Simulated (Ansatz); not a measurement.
A made-up structure of MgSiH₃Br, singlet:

```
6
angstrom
Si -0.7549 0.4473 -0.3952
Mg 1.2517 -0.7416 0.6553
Br 3.0891 -1.8302 1.6175
H 4.3755 -1.7936 2.4074
H -2.0369 -0.2655 -0.1199
H -0.9177 1.8382 0.1211
```

It is relaxed with PBE-D4/def2-SVP and then PBE0-D4/def2-TZVP (Ansatz 0.2.0). Atoms count as bonded within 1.22 times the sum of their covalent radii (H–H: 0.88 Å). The end point is not checked to be a true minimum.

(1) Does its bonding change? (Judge from chemistry; the calculation decides.)

Results:

(1) The calculation gives: Yes. Formed: Si1–H4; broken: Br3–H4.

Where it ends: The first stage lowers the energy by 0.98 eV in 17 steps. It ends as MgSiH₃Br ([SiH3][Mg][Br]):
Si1  (0.433, 0.293, 0.169)
Mg2  (1.500, -1.525, 1.619)
Br3  (2.477, -3.189, 2.946)
H4  (1.440, 1.005, -0.672)
H5  (-0.590, -0.263, -0.765)
H6  (-0.255, 1.334, 0.988)
(Å)

Labels in which every atom is bracketed show which atoms are joined, not bond orders.

For scale, one of the runs: PBE0-D4/def2-TZVP relaxation, 135 basis functions, launched by `ansatz run in.yaml --threads 2 --pin off --events-out ev --progress --plain --max-ram 4352MiB`. Hardware: 2 CPU threads of an Arm Neoverse V2, shared host. Wall time about 2.4 min.
